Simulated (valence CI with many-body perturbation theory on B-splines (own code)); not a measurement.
## Fe⁴⁺: E2, M1 decay

Level of theory: relativistic CI+MBPT: four valence electrons over a frozen Dirac-Fock core [Ar], radial functions for each j: 9 s, 9 p, 10 d, 8 f, 5 g, 3 h, 1 i, with the one-electron correlation potential Σ1, the two-electron term Σ2, the three-electron term Σ3, Breit, model QED; selected CI, second order for the rest, scaled by the run's own slope (own B-spline code, finite nucleus).

Set against measurement, 60 paired levels are off by 1841 cm⁻¹ on average, the worst by 4484. These come from a selection out of Corliss and Sugar, J. Phys. Chem. Ref. Data 11, 135 (1982). Levels without a partner in it may be off by more, other configurations by 1,000 to 8,000 cm⁻¹. Only levels of the ground parity were solved; by the run's estimate the other parity begins above the list, which can be wrong where configurations are misplaced.

Lines 1 to 50 of 111 in falling wavelength, among levels below 27.534 eV, chosen from the decays that carry over 1 % of a level's rate. Wavelengths and rates use the calculated energies, so an error of 2000 cm⁻¹ moves a line at 1568 nm by 31 % and its rate by three times that or more. Electric multipoles are in the length gauge, E1 and E2 with the static RPA response of the core. S is in atomic units (e²a₀⁴ for E2 and M2, e²a₀⁶ for E3), for M1 in squared Bohr magnetons. Weak lines are less certain than strong ones. Lines between different terms over intervals too small for the method are left out, as are lines whose strength nearly cancels and 9 of this kind that miss the measured wavelength by over 7 %.

Letters in brackets count levels of one name in rising energy.

```csv
λ vac (nm),λ from measured levels,Upper,Lower,Type,A (s⁻¹),S (a.u.)
69700,70370,3d4 5D_1,3d4 5D_0,M1,1.60e-04,6.02e+00
36780,36340,3d4 5D_2,3d4 5D_1,M1,1.14e-03,1.05e+01
35090,34080,3d4 3H_5,3d4 3H_4,M1,6.09e-04,1.07e+01
33890,33050,3d4 3H_6,3d4 3H_5,M1,5.71e-04,1.07e+01
26180,25920,3d4 5D_3,3d4 5D_2,M1,2.59e-03,1.20e+01
21110,20850,3d4 5D_4,3d4 5D_3,M1,2.88e-03,9.03e+00
11100,10900,3d4 3P_1 [a],3d4 3P_0 [a],M1,1.31e-02,1.99e+00
6775,6687,3d4 3P_2 [a],3d4 3P_1 [a],M1,4.36e-02,2.51e+00
1568,1624,3d4 1G_4 [a],3d4 3G_5,M1,2.70e-02,3.48e-02
1437,1477,3d4 1G_4 [a],3d4 3G_3,M1,4.86e-02,4.81e-02
1077,1068,3d4 1D_2 [a],3d4 3D_1,M1,9.86e-02,2.29e-02
1060,1040,3d4 1G_4 [a],3d4 3F_4 [a],M1,2.99e-01,1.19e-01
1059,1049,3d4 1D_2 [a],3d4 3D_2,M1,2.06e-02,4.55e-03
1047,1026,3d4 1G_4 [a],3d4 3F_3 [a],M1,1.31e-01,5.01e-02
1045,1035,3d4 1D_2 [a],3d4 3D_3,M1,1.11e-01,2.34e-02
1028,1052,3d4 3F_4 [b],3d4 1F_3,M1,1.04e-01,3.78e-02
1020,1043,3d4 3F_2 [b],3d4 1F_3,M1,1.91e-01,3.76e-02
1010,984.1,3d4 3D_3,3d4 3P_2 [a],M1,5.76e-02,1.54e-02
996.6,971.8,3d4 3D_2,3d4 3P_2 [a],M1,5.29e-02,9.71e-03
981.1,956.3,3d4 3D_1,3d4 3P_2 [a],M1,3.86e-02,4.05e-03
980.0,1000,3d4 3D_2,3d4 3F_2 [a],M1,1.80e-02,3.14e-03
965.0,983.8,3d4 3D_1,3d4 3F_2 [a],M1,1.04e-02,1.04e-03
870.5,834.5,3d4 1I_6,3d4 3H_6,M1,1.57e-01,4.99e-02
857.0,836.6,3d4 3D_1,3d4 3P_1 [a],M1,1.29e-01,9.02e-03
848.7,813.9,3d4 1I_6,3d4 3H_5,M1,1.20e-01,3.53e-02
831.9,880.3,3d4 1G_4 [a],3d4 3H_5,M1,2.68e-01,5.15e-02
812.6,858.1,3d4 1G_4 [a],3d4 3H_4,M1,1.94e-01,3.47e-02
795.5,777.0,3d4 3D_1,3d4 3P_0 [a],M1,5.48e-02,3.07e-03
666.6,682.1,3d4 1S_0 [a],3d4 3P_1 [a],M1,1.61e+00,1.76e-02
639.1,626.0,3d4 1F_3,3d4 3D_2,M1,7.54e-02,5.11e-03
633.8,621.0,3d4 1F_3,3d4 3D_3,M1,1.69e-01,1.11e-02
630.9,642.5,3d4 3P_2 [b],3d4 1D_2 [a],M1,1.92e-01,8.94e-03
615.8,619.3,3d4 1F_3,3d4 1G_4 [a],E2,1.03e-02,5.71e-01
588.4,607.0,3d4 1D_2 [a],3d4 3G_3,M1,1.72e-02,6.48e-04
513.5,504.5,3d4 1D_2 [a],3d4 3P_2 [a],M1,2.42e-01,6.08e-03
510.5,514.2,3d4 1D_2 [a],3d4 3F_3 [a],M1,4.79e-01,1.18e-02
509.0,512.0,3d4 1D_2 [a],3d4 3F_2 [a],M1,2.18e-01,5.33e-03
477.3,469.1,3d4 1D_2 [a],3d4 3P_1 [a],M1,7.60e-02,1.53e-03
441.3,422.8,3d4 3H_4,3d4 5D_4,M1,2.66e-03,7.63e-05
437.1,442.8,3d4 1F_3,3d4 3G_4,M1,1.78e-01,3.86e-03
435.8,417.7,3d4 3H_5,3d4 5D_4,M1,1.46e-05,4.92e-07
432.3,414.4,3d4 3H_4,3d4 5D_3,M1,4.91e-04,1.32e-05
431.0,436.4,3d4 1F_3,3d4 3G_3,M1,1.28e-01,2.66e-03
430.3,412.4,3d4 3H_6,3d4 5D_4,E2,1.32e-05,2.26e-04
411.9,418.2,3d4 3P_0 [a],3d4 5D_1,M1,1.52e+00,3.94e-03
401.5,407.2,3d4 3P_1 [a],3d4 5D_2,M1,1.15e+00,8.31e-03
397.9,401.1,3d4 3P_2 [b],3d4 3D_1,E2,5.61e-02,2.49e-01
395.5,393.8,3d4 3F_2 [b],3d4 3D_1,M1,1.84e-01,2.11e-03
395.4,398.5,3d4 3P_2 [b],3d4 3D_2,E2,2.48e-01,1.07e+00
395.4,398.5,3d4 3P_2 [b],3d4 3D_2,M1,1.22e-01,1.39e-03
```
